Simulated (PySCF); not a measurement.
HBN, doublet, geometry from GFN2-xTB; TPSS/def2-TZVP run with PySCF.

Input for PySCF:
```python
from pyscf import gto, scf, dft

mol = gto.Mole()
mol.atom = '''
    B    -0.00000000   -0.00000000   -0.57858715
    N     0.00000000    0.00000000    0.65947657
    H    -0.00000000   -0.00000000   -1.72340024
'''
mol.basis = 'def2-tzvp'
mol.spin = 1
mol.verbose = 4
mol.build()

mf = dft.UKS(mol)
mf.xc = 'tpss'
mf.init_guess = 'huckel'
mf.kernel()
mf.analyze()
```

Problem. Predict the main parts of the log of this PySCF run.

Solution. 
```
PySCF version 2.14.0

[INPUT] verbose = 4
[INPUT] num. atoms = 3
[INPUT] num. electrons = 13
[INPUT] charge = 0
[INPUT] spin (= nelec alpha-beta = 2S) = 1
[INPUT] symmetry False subgroup None
[INPUT] Mole.unit = angstrom
[INPUT] Symbol           X                Y                Z      unit          X                Y                Z       unit  Magmom
[...]
nuclear repulsion = 18.8255328587034
number of shells = 26
number of NR pGTOs = 100
number of NR cGTOs = 68
basis = def2-tzvp
ecp = {}

******** <class 'pyscf.dft.uks.UKS'> ********
method = UKS
initial guess = huckel
damping factor = 0
level_shift factor = 0
DIIS = <class 'pyscf.scf.diis.CDIIS'>
diis_start_cycle = 1
diis_space = 8
diis_damp = 0
SCF conv_tol = 1e-09
SCF conv_tol_grad = None
SCF max_cycles = 50
direct_scf = True
direct_scf_tol = 1e-13
number electrons alpha = 7  beta = 6
XC library pyscf.dft.libxc version 7.1.2
    S. Lehtola, C. Steigemann, M. J. T. Oliveira, and M. A. L. Marques,  SoftwareX 7, 1–5 (2018)
XC functionals = tpss
    J. Tao, J. P. Perdew, V. N. Staroverov, and G. E. Scuseria,  Phys. Rev. Lett. 91, 146401 (2003)
    J. P. Perdew, J. Tao, V. N. Staroverov, and G. E. Scuseria,  J. Chem. Phys. 120, 6898 (2004)
    J. Tao, J. P. Perdew, V. N. Staroverov, and G. E. Scuseria,  Phys. Rev. Lett. 91, 146401 (2003)
    J. P. Perdew, J. Tao, V. N. Staroverov, and G. E. Scuseria,  J. Chem. Phys. 120, 6898 (2004)
radial grids:
    Treutler-Ahlrichs [JCP 102, 346 (1995); DOI:10.1063/1.469408] (M4) radial grids

becke partition: Becke, JCP 88, 2547 (1988); DOI:10.1063/1.454033
pruning grids: <function nwchem_prune>
grids dens level: 3
symmetrized grids: False
atomic radii adjust function: <function treutler_atomic_radii_adjust>
small_rho_cutoff = 0
Set gradient conv threshold to 3.16228e-05
Initial guess from on-the-fly Huckel, doi:10.1021/acs.jctc.8b01089.
Spherically averaged atomic HF for {'N', 'B', 'H'}

******** <class 'pyscf.scf.atom_hf.AtomSphAverageRHF'> ********
method = AtomSphAverageRHF
initial guess = minao
damping factor = 0
level_shift factor = 0
DIIS = <class 'pyscf.scf.diis.CDIIS'>
diis_start_cycle = 1
diis_space = 8
diis_damp = 0
SCF conv_tol = 1e-09
SCF conv_tol_grad = None
SCF max_cycles = 50
direct_scf = True
direct_scf_tol = 1e-13
atom = B
Set gradient conv threshold to 3.16228e-05
Initial guess from minao.
init E= -24.3433927098746
cycle= 1 E= -24.376803811167  delta_E= -0.0334  |g|=    0  |ddm|= 0.348
cycle= 2 E= -24.3799144841729  delta_E= -0.00311  |g|=    0  |ddm|= 0.154
cycle= 3 E= -24.3802556372225  delta_E= -0.000341  |g|=    0  |ddm|= 0.0306
cycle= 4 E= -24.3802597057591  delta_E= -4.07e-06  |g|=    0  |ddm|= 0.0059
cycle= 5 E= -24.3802597241601  delta_E= -1.84e-08  |g|=    0  |ddm|= 0.000652
cycle= 6 E= -24.3802597244992  delta_E= -3.39e-10  |g|=    0  |ddm|= 8.47e-05
Extra cycle  E= -24.3802597245172  delta_E= -1.8e-11  |g|=    0  |ddm|= 1.16e-05
Atomic HF for atom  B  converged. SCF energy = -24.3802597245172

******** <class 'pyscf.scf.atom_hf.AtomSphAverageRHF'> ********
method = AtomSphAverageRHF
initial guess = minao
damping factor = 0
level_shift factor = 0
DIIS = <class 'pyscf.scf.diis.CDIIS'>
diis_start_cycle = 1
diis_space = 8
diis_damp = 0
SCF conv_tol = 1e-09
SCF conv_tol_grad = None
SCF max_cycles = 50
direct_scf = True
direct_scf_tol = 1e-13
atom = N
Set gradient conv threshold to 3.16228e-05
Initial guess from minao.
init E= -53.7932097385071
cycle= 1 E= -53.8385772874267  delta_E= -0.0454  |g|=    0  |ddm|= 0.381
cycle= 2 E= -53.8461705715235  delta_E= -0.00759  |g|=    0  |ddm|= 0.179
cycle= 3 E= -53.8480669509283  delta_E= -0.0019  |g|=    0  |ddm|= 0.0537
cycle= 4 E= -53.8480838806564  delta_E= -1.69e-05  |g|=    0  |ddm|= 0.00859
cycle= 5 E= -53.8480839045579  delta_E= -2.39e-08  |g|=    0  |ddm|= 0.000331
cycle= 6 E= -53.8480839046809  delta_E= -1.23e-10  |g|=    0  |ddm|= 3.88e-05
Extra cycle  E= -53.848083904681  delta_E= -9.24e-14  |g|=    0  |ddm|= 1.24e-06
[...]
cycle= 10 E= -80.1287866758076  delta_E= -4.96e-08  |g|= 2.52e-05  |ddm|= 0.000429
cycle= 11 E= -80.1287866766509  delta_E= -8.43e-10  |g|= 5.03e-06  |ddm|= 4.9e-05
Extra cycle  E= -80.1287866766316  delta_E= 1.92e-11  |g|= 8.92e-06  |ddm|= 9.19e-06
converged SCF energy = -80.1287866766316  <S^2> = 0.75300296  2S+1 = 2.0030007
**** SCF Summaries ****
Total Energy =                         -80.128786676631620
Nuclear Repulsion Energy =              18.825532858703376
One-electron Energy =                 -144.725944883979992
Two-electron Energy =                   45.771625348644982
Two-electron Coulomb Energy =           57.095043421733308
DFT Exchange-Correlation Energy =      -11.323418073088325
**** MO energy ****
                             alpha | beta                alpha | beta
[...]
To work with the spin densities directly, `use mulliken_meta_spin()` only printing them here.

 ** Mulliken spin pop alpha/beta on meta-lowdin orthogonal AOs **
 ** Mulliken Spin Density (per AO)  **
spin_pop of  0 B 1s       -0.00001
spin_pop of  0 B 2s        0.01144
spin_pop of  0 B 3s       -0.00009
spin_pop of  0 B 4s       -0.00002
spin_pop of  0 B 5s       -0.00006
spin_pop of  0 B 2px       0.05345
spin_pop of  0 B 2py       0.22004
spin_pop of  0 B 2pz      -0.00476
spin_pop of  0 B 3px       0.00074
spin_pop of  0 B 3py       0.00164
spin_pop of  0 B 3pz      -0.00049
spin_pop of  0 B 4px      -0.00001
spin_pop of  0 B 4py       0.00001
spin_pop of  0 B 4pz      -0.00013
spin_pop of  0 B 3dxy      0.00002
spin_pop of  0 B 3dyz      0.00143
spin_pop of  0 B 3dz^2    -0.00015
spin_pop of  0 B 3dxz      0.00051
spin_pop of  0 B 3dx2-y2    0.00001
spin_pop of  0 B 4dxy      0.00000
spin_pop of  0 B 4dyz      0.00010
spin_pop of  0 B 4dz^2    -0.00006
spin_pop of  0 B 4dxz      0.00003
spin_pop of  0 B 4dx2-y2    0.00000
spin_pop of  0 B 4f-3      0.00001
spin_pop of  0 B 4f-2      0.00002
spin_pop of  0 B 4f-1      0.00011
spin_pop of  0 B 4f+0     -0.00016
spin_pop of  0 B 4f+1      0.00004
spin_pop of  0 B 4f+2      0.00001
spin_pop of  0 B 4f+3      0.00001
spin_pop of  1 N 1s       -0.00001
spin_pop of  1 N 2s        0.01512
spin_pop of  1 N 3s       -0.00023
spin_pop of  1 N 4s       -0.00000
spin_pop of  1 N 5s       -0.00000
spin_pop of  1 N 2px       0.18747
spin_pop of  1 N 2py       0.53166
spin_pop of  1 N 2pz      -0.00965
spin_pop of  1 N 3px      -0.00005
spin_pop of  1 N 3py       0.00000
spin_pop of  1 N 3pz      -0.00062
spin_pop of  1 N 4px       0.00002
spin_pop of  1 N 4py       0.00006
spin_pop of  1 N 4pz       0.00002
spin_pop of  1 N 3dxy      0.00011
spin_pop of  1 N 3dyz      0.00180
spin_pop of  1 N 3dz^2    -0.00005
spin_pop of  1 N 3dxz      0.00075
spin_pop of  1 N 3dx2-y2    0.00004
spin_pop of  1 N 4dxy     -0.00000
spin_pop of  1 N 4dyz      0.00003
spin_pop of  1 N 4dz^2     0.00010
spin_pop of  1 N 4dxz      0.00001
spin_pop of  1 N 4dx2-y2   -0.00000
spin_pop of  1 N 4f-3      0.00002
spin_pop of  1 N 4f-2      0.00002
spin_pop of  1 N 4f-1      0.00006
spin_pop of  1 N 4f+0     -0.00024
spin_pop of  1 N 4f+1      0.00000
spin_pop of  1 N 4f+2      0.00001
spin_pop of  1 N 4f+3      0.00003
spin_pop of  2 H 1s       -0.01024
spin_pop of  2 H 2s        0.00003
spin_pop of  2 H 3s        0.00006
spin_pop of  2 H 2px       0.00001
spin_pop of  2 H 2py       0.00002
spin_pop of  2 H 2pz      -0.00005
 ** Mulliken Spin Density (per atom)  **
spin density of  0 B =      0.28369
spin density of  1 N =      0.72648
spin density of  2 H =     -0.01018
 ** Mulliken pop alpha/beta on meta-lowdin orthogonal AOs **
 ** Mulliken pop       alpha | beta **
In total             7.00000 | 6.00000
 ** Mulliken atomic charges   ( Nelec_alpha | Nelec_beta ) **
charge of  0B =      0.16316  (     2.56027      2.27657 )
charge of  1N =     -0.21391  (     3.97020      3.24371 )
charge of  2H =      0.05075  (     0.46954      0.47971 )
Dipole moment(X, Y, Z, Debye):  0.00000,  0.00000, -2.53552
```
